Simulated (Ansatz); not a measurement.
Ansatz (a first-principles code) input (HF/STO-3G):

Ansatz 0.2 input:
```yaml
crystal:
  periodic: [false, false, false]
  atoms:
    - {symbol: N, position_ang: [-0.00000000, -0.00000000, -1.25788698]}
    - {symbol: C, position_ang: [-0.00000000, -0.00000000, -0.07148933]}
    - {symbol: O, position_ang: [0.00000000, 0.00000000, 1.15426811]}
basis:
  gaussian:
    orbitals: STO-3G
hamiltonian:
  xc: {name: HF}
total_charge: -1
relax: {f_tol: 0.003, max_steps: 120}
```

From the last part of the output:

```
mean field evaluation 8: about -4484.5580 eV, gradient 7.8e-2 eV
mean field -4484.55797100 eV, -164.8044656915 hartree, gradient 4.8e-5 eV, S^2 0.000000; 0 other end points of the search recorded, 0 dependent functions left out
the calculation of the forces begins
reference -4484.55797100 eV, -164.8044656915 hartree; 11, 11 occupied and 4, 4 virtual orbitals, 221 factors
relax step   1: F+E_penalty+E_count = -4484.55797100 eV  Δ(F+E_penalty+E_count) = +0.000e0 eV  max|allowed force component| = 3.503e0 eV/Å  Δτ_max = 0.0000 Å  (26 SCF iters, accepted)
these checks for a lower state are left out or cut short: starts, cluster_reference, orbital_swaps, neighbouring_geometries, increment
integrals: 0.00 GiB planned
221 factors; integrals over basis functions are off by at most 5.0e-6 eV
mean field: 0.04 GiB planned
mean field evaluation 16: about -4484.5989 eV, gradient 3.9e-4 eV
mean field -4484.59888536 eV, -164.8059692667 hartree, gradient 2.2e-5 eV, S^2 0.000000; 0 other end points of the search recorded, 0 dependent functions left out
the calculation of the forces begins
reference -4484.59888536 eV, -164.8059692667 hartree; 11, 11 occupied and 4, 4 virtual orbitals, 221 factors
relax step   2: F+E_penalty+E_count = -4484.59888536 eV  Δ(F+E_penalty+E_count) = -4.091e-2 eV  max|allowed force component| = 4.854e-1 eV/Å  Δτ_max = 0.0136 Å  (27 SCF iters, accepted)
these checks for a lower state are left out or cut short: starts, cluster_reference, orbital_swaps, neighbouring_geometries, increment
integrals: 0.00 GiB planned
221 factors; integrals over basis functions are off by at most 5.0e-6 eV
mean field: 0.04 GiB planned
mean field -4484.60051654 eV, -164.8060292113 hartree, gradient 2.1e-5 eV, S^2 0.000000; 0 other end points of the search recorded, 0 dependent functions left out
the calculation of the forces begins
reference -4484.60051654 eV, -164.8060292113 hartree; 11, 11 occupied and 4, 4 virtual orbitals, 221 factors
relax step   3: F+E_penalty+E_count = -4484.60051654 eV  Δ(F+E_penalty+E_count) = -1.631e-3 eV  max|allowed force component| = 8.281e-2 eV/Å  Δτ_max = 0.0046 Å  (28 SCF iters, accepted)
these checks for a lower state are left out or cut short: starts, cluster_reference, orbital_swaps, neighbouring_geometries, increment
integrals: 0.00 GiB planned
221 factors; integrals over basis functions are off by at most 5.0e-6 eV
mean field: 0.04 GiB planned
mean field evaluation 32: about -4484.6005 eV, gradient 3.6e-4 eV
mean field -4484.60053405 eV, -164.8060298550 hartree, gradient 2.1e-5 eV, S^2 0.000000; 0 other end points of the search recorded, 0 dependent functions left out
the calculation of the forces begins
reference -4484.60053405 eV, -164.8060298550 hartree; 11, 11 occupied and 4, 4 virtual orbitals, 221 factors
relax step   4: F+E_penalty+E_count = -4484.60053405 eV  Δ(F+E_penalty+E_count) = -1.751e-5 eV  max|allowed force component| = 4.918e-3 eV/Å  Δτ_max = 0.0003 Å  (28 SCF iters, accepted)
these checks for a lower state are left out or cut short: starts, cluster_reference, orbital_swaps, neighbouring_geometries, increment
integrals: 0.00 GiB planned
221 factors; integrals over basis functions are off by at most 5.0e-6 eV
mean field: 0.04 GiB planned
mean field -4484.60053413 eV, -164.8060298578 hartree, gradient 2.1e-5 eV, S^2 0.000000; 0 other end points of the search recorded, 0 dependent functions left out
the calculation of the forces begins
reference -4484.60053413 eV, -164.8060298578 hartree; 11, 11 occupied and 4, 4 virtual orbitals, 221 factors
relax step   5: F+E_penalty+E_count = -4484.60053413 eV  Δ(F+E_penalty+E_count) = -7.780e-8 eV  max|allowed force component| = 1.097e-5 eV/Å  Δτ_max = 0.0000 Å  (29 SCF iters, accepted)
integrals: 0.00 GiB planned
221 factors; integrals over basis functions are off by at most 5.0e-6 eV
mean field: 0.04 GiB planned
mean field -4484.60053413 eV, -164.8060298578 hartree, gradient 2.1e-5 eV, S^2 0.000000; 1 other end points of the search recorded, 0 dependent functions left out
the calculation of the forces begins
reference -4484.60053413 eV, -164.8060298578 hartree; 11, 11 occupied and 4, 4 virtual orbitals, 221 factors
Total energy: -4484.60053413 eV, -164.8060298578 hartree
Atom 0 at     0.000000     0.000000    -1.262494 Å, force     0.000000     0.000000    -0.000005 eV/Å
Atom 1 at     0.000000    -0.000000    -0.085121 Å, force    -0.000000    -0.000000    -0.000006 eV/Å
Atom 2 at    -0.000000     0.000000     1.172507 Å, force     0.000000     0.000000     0.000011 eV/Å
Dipole moment:     0.000000    -0.000000     0.204348 e Å
```

The dipole moment of an ion depends on the origin.
